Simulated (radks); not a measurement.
Values are calculated unless marked as measured or tabulated.
Q: Coherent X-ray form factor from a spherical all-electron density. Code: a radial shooting solver on a logarithmic mesh with Libxc functionals. Model: Dirac Kohn-Sham, Slater X-alpha with alpha = 1.02, spin-unpolarised, spherical densities, finite nucleus; Fermi nuclear charge, rms radius of each element as measured or else 0.836 A^(1/3) + 0.57 fm.

sin(theta)/lambda (1/angstrom),f0 (electrons)
0.05,53.965
0.1,51.414
0.15,48.254
0.2,44.995
0.25,41.860
0.3,38.981
0.4,34.130
0.5,30.229
0.6,26.932
0.8,21.778
1,18.365
1.25,15.557
1.5,13.287
2,9.347

The species is in the configuration that NIST lists as its ground one. Which atom or ion scatters so?

A: The barium ion Ba+, [Xe] 6s1. Extrapolating in s^2 from the first two rows gives f0(0) = 54.8, near the electron count 55; among species with that count, the fall with angle is slower the higher Z, and the table is that of Z = 56; from so few rows the species is fixed only to a neighbour or two.
